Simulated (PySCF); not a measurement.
# Exercise with solution: chemical shift, span and skew from a shielding tensor

CH4ClNOSi2, SMILES N1=CO[Si@@H]([SiH2]1)Cl. Atoms are numbered in the order given.

```xyz
10

Cl     1.9056    -0.8047    -1.0618
Si     0.7579    -0.1199     0.5307
O      0.2426     1.5029     0.1549
C     -1.0939     1.6605    -0.0988
N     -2.0154     0.7762    -0.0066
Si    -1.4812    -0.8355     0.5233
H      1.6497     0.0071     1.7244
H     -1.3065     2.7067    -0.4056
H     -1.8150    -1.8939    -0.4845
H     -2.0679    -1.1829     1.8610
```
Charge 0, spin multiplicity 1.

Coordinates come from a PBE-D3(BJ)/def2-SVP optimisation. The structure was generated by enumeration; whether it is a known compound was not checked.

GIAO shieldings from PBE0/pcSseg-1 (PySCF), non-relativistic, no solvent. The symmetric part of the tensor of Si2 has the principal values 303.4, 342.4, 357.6 ppm. The same nucleus in TMS has σ = 352.7 ppm at this level (PySCF, at its B3LYP-D3(BJ)/def2-TZVP geometry). Without spin–orbit terms, shifts of atoms bonded to Cl or Br come out too high.

Q: Work out the isotropic shielding, the ²⁹Si shift against TMS, the span and the skew.

A: 
σ(iso) = (σ11 + σ22 + σ33)/3 = 334.5 ppm. δ = σ(ref) − σ(iso) = 352.7 − (334.5) = 18.2 ppm.
Span Ω = σ33 − σ11 = 54.2 ppm. Skew κ = 3(σ(iso) − σ22)/Ω = -0.44. Tumbling in solution averages the tensor to δ; in a static solid the shielding alone would spread this spin-1/2 line over Ω.
